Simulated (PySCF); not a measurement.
Predicted microwave data (PBE0-D3(BJ)/def2-SVP geometry optimisation, gas phase (PySCF)) for one isomer of C6H12Se:

```
Rotational constants : A = 3016, B = 1228, C = 915.8 MHz
Dipole components    : |μa| = 1.05 D, |μb| = 1.42 D, |μc| = 0.15 D
Inertial defect      : -27.23 u·Å²
κ                    : -0.70
```

**Question.** Which candidate fits, each taken in the one conformer that was computed?
A. `[CH3:1][CH2:2][CH2:3][C@@H:4]1[CH2:5][CH2:6][Se:7]1` with C1–C2–C3–C4 180°, C2–C3–C4–C5 171°, C3–C4–C5–C6 -98°, C4–C5–C6–Se7 -19°, C5–C6–Se7–C4 15°, C3–C4–Se7–C6 103°
B. `[CH3:1][CH2:2][CH2:3][CH2:4][C:5]([CH3:6])=[Se:7]` with C1–C2–C3–C4 61°, C2–C3–C4–C5 59°, C3–C4–C5–C6 65°
C. `[CH3:1][CH:2]([CH3:3])[C@@H:4]1[CH2:5][CH2:6][Se:7]1` with C1–C2–C4–C5 169°, C2–C4–C5–C6 -141°, C4–C5–C6–Se7 20°, C5–C6–Se7–C4 -16°, C2–C4–Se7–C6 138°
D. `[CH2:1]=[CH:2][CH2:3][CH2:4][Se:5][CH2:6][CH3:7]` with C1–C2–C3–C4 -117°, C2–C3–C4–Se5 179°, C3–C4–Se5–C6 64°, C4–Se5–C6–C7 63°
E. `[CH3:1][CH2:2][CH2:3][C:4](=[Se:5])[CH2:6][CH3:7]` with C1–C2–C3–C4 62°, C2–C3–C4–Se5 66°, C3–C4–C6–C7 177°
F. `[CH2:1]=[C:2]([Se:3][CH3:4])[CH:5]([CH3:6])[CH3:7]` with C1–C2–Se3–C4 4°, C1–C2–C5–C6 -100°

**Answer.** C. It is CC(C)[C@@H]1CC[Se]1, an asymmetric top, point group C1. The candidates at the same level (rigid rotor, commonest isotopes):

| SMILES | A (MHz) | B (MHz) | C (MHz) | μa (D) | μb (D) | μc (D) | Δ (u·Å²) | point group | rotor |
| --- | --- | --- | --- | --- | --- | --- | --- | --- | --- |
| CCCCC(C)=[Se] | 2373 | 1075 | 839.8 | 1.86 | 1.95 | 0.08 | -81.21 | C1 | asymmetric top |
| CC(C)[C@@H]1CC[Se]1 | 3016 | 1228 | 915.8 | 1.05 | 1.42 | 0.15 | -27.23 | C1 | asymmetric top |
| CCC[C@@H]1CC[Se]1 | 3143 | 1005 | 837.2 | 0.47 | 1.63 | 0.07 | -60.06 | C1 | asymmetric top |
| C=C([Se]C)C(C)C | 3293 | 1066 | 911.6 | 0.10 | 0.64 | 0.32 | -73.33 | C1 | asymmetric top |
| C=CCC[Se]CC | 3025 | 811.6 | 688.7 | 0.41 | 1.41 | 0.05 | -55.95 | C1 | asymmetric top |
| CCCC(=[Se])CC | 1958 | 1258 | 906.5 | 1.79 | 1.71 | 0.69 | -102.29 | C1 | asymmetric top |

`CCCC(=[Se])CC` has A 35 % too low; `C=CCC[Se]CC` has B 34 % too low; `C=C([Se]C)C(C)C` has B 13 % too low; `CCC[C@@H]1CC[Se]1` has B 18 % too low; `CCCCC(C)=[Se]` has A 21 % too low. No structure here is proved a minimum.
